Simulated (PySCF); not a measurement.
# NaI⁻: energy against distance

Set-up: Na aug-cc-pVDZ, I aug-cc-pVDZ-PP with ECP28; scalar-relativistic core potentials (PySCF 2.14). Energies in eV from Na + I⁻ in their ground configurations at the same level. State: ²Σ⁺ (doublet), unpaired electrons σ ↑.

```json
{"R (Å)": "2.547", "TPSS": "-0.6439", "M06-2X": "-0.6546", "UHF-SCS-MP2": "-0.5794"}
{"R (Å)": "2.666", "TPSS": "-0.8116", "M06-2X": "-0.8050", "UHF-SCS-MP2": "-0.7617"}
{"R (Å)": "2.784", "TPSS": "-0.9013", "M06-2X": "-0.8792", "UHF-SCS-MP2": "-0.8639"}
{"R (Å)": "2.873", "TPSS": "-0.9328", "M06-2X": "-0.9009", "UHF-SCS-MP2": "-0.9035"}
{"R (Å)": "2.962", "TPSS": "-0.9426", "M06-2X": "-0.9022", "UHF-SCS-MP2": "-0.9200"}
{"R (Å)": "3.051", "TPSS": "-0.9364", "M06-2X": "-0.8887", "UHF-SCS-MP2": "-0.9190"}
{"R (Å)": "3.169", "TPSS": "-0.9106", "M06-2X": "-0.8558", "UHF-SCS-MP2": "-0.8984"}
{"R (Å)": "3.317", "TPSS": "-0.8610", "M06-2X": "-0.7998", "UHF-SCS-MP2": "-0.8523"}
{"R (Å)": "3.495", "TPSS": "-0.7885", "M06-2X": "-0.7229", "UHF-SCS-MP2": "-0.7810"}
{"R (Å)": "3.732", "TPSS": "-0.6865", "M06-2X": "-0.6183", "UHF-SCS-MP2": "-0.6775"}
```

Put a parabola through the three lowest points of the TPSS curve and estimate Re, k and ωe (reduced mass 19.46 u; 1 eV/Å² = 0.16022 mdyn/Å; ωe = 1302.8·√(k/μ) cm⁻¹).

Through R = 2.873, 2.962, 3.051 Å the second-order coefficient is 1.01 eV/Å², so Re ≈ 2.972 Å, k ≈ 0.324 mdyn/Å and ωe ≈ 168 cm⁻¹. A polynomial fit of higher order to the unrounded TPSS energies gives Re = 2.967 Å, k = 0.317 mdyn/Å, ωe = 166 cm⁻¹; anharmonicity and rounding make the difference.

The higher-order fit for each curve: TPSS: Re = 2.967 Å, ωe = 166 cm⁻¹, De = 0.94 eV; M06-2X: Re = 2.923 Å, ωe = 172 cm⁻¹, De = 0.90 eV; UHF-SCS-MP2: Re = 3.000 Å, ωe = 164 cm⁻¹, De = 0.92 eV.

Correlated steps freeze 5 core orbitals. Correlated levels converge slowly with the basis: in double zeta they bind strong bonds too weakly, by up to about 1 eV, and carry superposition errors of some tenths. Spin–orbit coupling is left out. For an ion De counts to the pair picked by the measured ionisation energies or electron affinities, which need not be the lowest pair at this level. Counting both spins, an empty level lies below a filled one in some of these solutions, because spin and occupation are held. The highest Kohn–Sham level is positive in this anion. Much of that is self-interaction error, but it also means that the finite basis helps to hold the extra electron. The state was picked by a PBE0 search and need not be the measured ground state.
